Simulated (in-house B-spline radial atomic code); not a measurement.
Ru³⁺. Computed with a B-spline radial atomic code. Model: all-electron spherical atom, spin shells full or empty, radial basis limit, no spin-orbit coupling, Breit or QED, empty-state partial waves extrapolated as (l+1/2)^-4, RPA, G0W0 and static COHSEX of the highest shell as one setting changes (uncorrelated shells keep exact exchange).

Given: element Ru; charge 3; filled core Kr; hamiltonian one-electron scalar X2C; mean-field start PBE0; highest l of empty states 9; nuclear rms radius 4.4809 fm; highest mean-field shell 4d up.

Shell: 4d 5 0 (electrons up and down).

```csv
natural log step of frequency grid,RPA correlation energy (hartree),G0W0 level (eV),G0W0 minus most complete (meV),RPA minus most complete (millihartree),linearised minus solved G0W0 (meV)
0.25,-3.0376,-46.201,0,0,-19.7
0.4,?,?,?,?,?
0.6,?,?,?,?,?
0.9,-3.0376,-46.201,0.1,0,-19.7
1.3,-3.0374,-46.202,-0.6,0.2,-19.7
1.8,-3.0262,-46.2,1.7,11.4,-19.3
2.5,-3.1141,-46.274,-72.5,-76.5,-19.1
3.5,-3.1652,-46.429,-228.1,-127.6,-26.8
```

Task: What follows for natural log step of frequency grid = 0.4?

Result: RPA correlation energy -3.0376 hartree; G0W0 level -46.201 eV; G0W0 minus most complete 0 meV; RPA minus most complete 0 millihartree; linearised minus solved G0W0 -19.7 meV.

Task: What follows for natural log step of frequency grid = 0.6?

Result: RPA correlation energy -3.0376 hartree; G0W0 level -46.201 eV; G0W0 minus most complete 0 meV; RPA minus most complete 0 millihartree; linearised minus solved G0W0 -19.7 meV.
